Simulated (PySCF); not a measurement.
A small calculation by hand: chemical shift, span and skew from a shielding tensor

CH6AlN, SMILES [CH3][AlH][NH2]. Atoms are numbered in the order given.

```xyz
9

Al    -0.5088     0.0694     0.0000
H     -2.0793     0.2521     0.0000
C      0.3797    -1.6703     0.0000
H      0.0927    -2.2595     0.8762
H      1.4688    -1.5861     0.0000
H      0.0927    -2.2595    -0.8762
N      0.4595     1.5556     0.0000
H      1.4671     1.5951     0.0000
H      0.0773     2.4887     0.0000
```
Charge 0, spin multiplicity 1.

Geometry optimised at B3LYP-D3(BJ)/def2-TZVP. Other conformers were not sampled.

GIAO shieldings from KT2/pcSseg-1 in PySCF, non-relativistic, no solvent. The symmetric part of the tensor of N7 has the principal values 143.7, 227.5, 243.8 ppm. The same nucleus in NH3 has σ = 266.2 ppm at this level (PySCF, at its B3LYP-D3(BJ)/def2-TZVP geometry).

**Question.** Work out the isotropic shielding, the ¹⁵N shift against NH3, the span and the skew.

**Answer.** 
σ(iso) = (σ11 + σ22 + σ33)/3 = 205.0 ppm. δ = σ(ref) − σ(iso) = 266.2 − (205.0) = 61.2 ppm.
Span Ω = σ33 − σ11 = 100.1 ppm. Skew κ = 3(σ(iso) − σ22)/Ω = -0.67. Tumbling in solution averages the tensor to δ; in a static solid the shielding alone would spread this spin-1/2 line over Ω.
